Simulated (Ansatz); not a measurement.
CH8GeSn, SMILES `[CH3][SnH2][GeH3]`, 11 atoms. Total charge 0; spin multiplicity 1. Correlated methods include outer-core shells of Ge, Sn, which these sets cover unevenly. Scalar relativity is left out up to krypton. Sn takes the def2 core potential. All runs use 4 threads of an AMD EPYC 9R45 on a shared host. Correlated methods freeze the cores.

Q: Give the basis size and wall time and peak host memory of each of these runs in Ansatz. RKS revPBE-D4/def2-TZVPP energy; direct RPA on PBE orbitals/def2-TZVPP energy; RKS PBE0-D4/def2-QZVPP energy; RKS ωB97M-V/def2-QZVPP energy; RKS PBE-QIDH (frozen core)/def2-TZVPP energy; RHF-CCSD(T)/def2-SVP energy; RKS BLYP-D4/def2-TZVPP energy; RKS PBE0-D4/def2-TZVP relaxation (5 steps); RKS PBE0-D4/def2-TZVP frequencies; RHF-CCSD(T)/def2-TZVPP energy; RKS ωB97M-V/def2-SVP energy; RKS PBE0-D4/def2-SVP energy. (Estimate.)

A: The calculation gave: Other jobs shared the machine, so times are rough.

```json
{"level": "RKS PBE0-D4/def2-SVP", "job": "energy", "functions": "112", "wall time": "0.6 s", "peak host memory (GiB)": "0.28"}
{"level": "RKS revPBE-D4/def2-TZVPP", "job": "energy", "functions": "241", "wall time": "0.9 s", "peak host memory (GiB)": "0.32"}
{"level": "RKS BLYP-D4/def2-TZVPP", "job": "energy", "functions": "241", "wall time": "1 s", "peak host memory (GiB)": "0.32"}
{"level": "RKS ωB97M-V/def2-SVP", "job": "energy", "functions": "112", "wall time": "1.9 s", "peak host memory (GiB)": "0.41"}
{"level": "RKS PBE-QIDH (frozen core)/def2-TZVPP", "job": "energy", "functions": "241", "wall time": "2.1 s", "peak host memory (GiB)": "0.67"}
{"level": "direct RPA on PBE orbitals/def2-TZVPP", "job": "energy", "functions": "241", "wall time": "2.2 s", "peak host memory (GiB)": "0.61"}
{"level": "RKS PBE0-D4/def2-QZVPP", "job": "energy", "functions": "468", "wall time": "3.2 s", "peak host memory (GiB)": "1.8"}
{"level": "RHF-CCSD(T)/def2-SVP", "job": "energy", "functions": "112", "wall time": "3.4 s", "peak host memory (GiB)": "0.62"}
{"level": "RKS ωB97M-V/def2-QZVPP", "job": "energy", "functions": "468", "wall time": "7 s", "peak host memory (GiB)": "2.1"}
{"level": "RKS PBE0-D4/def2-TZVP", "job": "relaxation (5 steps)", "functions": "177", "wall time": "8 s", "peak host memory (GiB)": "0.51"}
{"level": "RKS PBE0-D4/def2-TZVP", "job": "frequencies", "functions": "177", "wall time": "59 s", "peak host memory (GiB)": "0.51"}
{"level": "RHF-CCSD(T)/def2-TZVPP", "job": "energy", "functions": "241", "wall time": "66 s", "peak host memory (GiB)": "5.1"}
```
